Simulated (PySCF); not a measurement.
Input for PySCF: R-M06-2X/6-31G* on AlH5S (a complex).

```python
from pyscf import gto, scf, dft, mp
from pyscf.data.elements import chemcore

mol = gto.M(
    atom='''
    Al   -0.25202210   -0.12635167    0.49225603
    H    -1.00168848   -1.49315276    0.80039847
    H    -1.11700855    1.19676598    0.33867608
    H     1.19678043   -0.18373076   -0.15599863
    S     0.57769335    0.40834925    2.87179427
    H     1.08352180   -0.80034096    3.17395051
    H    -0.56925376    0.17252815    3.53285216
    ''',
    basis='6-31g*',
    cart=True,
    charge=0, spin=0, verbose=3, max_memory=1800)
mf = dft.RKS(mol, xc='m062x')
mf.conv_tol = 1e-8
mf.max_cycle = 100
mf.kernel()
if not mf.converged:
    mf = mf.newton().run(mf.mo_coeff, mf.mo_occ)
```

### Question
What total energy does the run end on?

### Answer
-643.5025 hartree.
